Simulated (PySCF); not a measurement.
A GIAO shielding run with PySCF 2.14.0 with density-fitted response routines (density fitting, non-relativistic, gas phase) on SMILES CBNCC, C3H10BN:

```
$ OMP_NUM_THREADS=1 python probes_run.py task.json out

{"job": {"kind": "nmr", "xc": "LDA", "basis": "pcSseg-1", "pop": false}, "charge": 0, "multiplicity": 1}
C     -2.525071     0.257484     0.020560
B     -1.188315    -0.508260     0.346145
N     -0.004079    -0.255607    -0.344801
C      1.290553    -0.863712    -0.139271
C      2.345248     0.124454     0.331637
H     -2.915612     0.748388     0.927720
H     -2.432512     1.021265    -0.768252
H     -3.306699    -0.457757    -0.288742
H     -1.147998    -1.355340     1.218389
H     -0.006988     0.456104    -1.070061
H      1.632868    -1.351573    -1.071107
H      1.165382    -1.665899     0.603303
H      2.487357     0.937303    -0.399149
H      3.318299    -0.372098     0.468614
H      2.051689     0.581463     1.288848
```

Hardware: 1 thread of an Arm Neoverse V2, shared host.

Task: How large is the calculation?

Result: 40 electrons, 135 basis functions and 689 auxiliary functions.

Task: How long does it take, and how much memory does it need?

Result: 11 s of wall time, with 13 SCF cycles; peak memory 0.75 GiB. Times on a shared host scatter by some tens of per cent.

Task: And these other runs on the same molecule and hardware: GIAO shielding at B3LYP/pcSseg-1; GIAO shielding at B97-D/pcSseg-1; GIAO shielding at BLYP/pcSseg-1; GIAO shielding at BP86/pcSseg-1; GIAO shielding at HF/pcSseg-1; GIAO shielding at KT2/pcSseg-1?

Result: B3LYP/pcSseg-1: 135 functions, 8.6 s; B97-D/pcSseg-1: 135 functions, 13 s; BLYP/pcSseg-1: 135 functions, 13 s; BP86/pcSseg-1: 135 functions, 13 s; HF/pcSseg-1: 135 functions, 3.9 s; KT2/pcSseg-1: 135 functions, 13 s.
